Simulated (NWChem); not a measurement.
**Total energies of vinylene carbonate (C$_{3}$H$_{2}$O$_{3}$)**

```xyz
8

O      0.0000     0.0000    -1.9753
C      0.0000     0.0000    -0.7885
O     -1.1038     0.0000     0.0229
C     -0.6685     0.0000     1.3282
C      0.6685     0.0000     1.3282
O      1.1038     0.0000     0.0229
H     -1.4173     0.0000     2.1143
H      1.4173     0.0000     2.1143
```
Charge 0, spin multiplicity 1.

All runs are NWChem calculations. The geometry was optimised at B3LYP/def2-SVP, a minimum by its harmonic frequencies.

Basis set: cc-pVDZ (94 functions).

```json
[
 {"method": "RHF", "total energy (Ha)": "-339.36140"},
 {"method": "MP2", "total energy (Ha)": "-340.28279"},
 {"method": "B2PLYP", "total energy (Ha)": "-340.89132"},
 {"method": "PBE", "total energy (Ha)": "-340.83567"},
 {"method": "B3LYP", "total energy (Ha)": "-341.19338"},
 {"method": "BLYP", "total energy (Ha)": "-341.12662"}
]
```

Total energies of different functionals aren't comparable as a measure of quality: only differences taken within one method are. 

The correlated methods keep 6 core orbitals frozen. B3LYP has NWChem's definition, with VWN1-RPA local correlation.
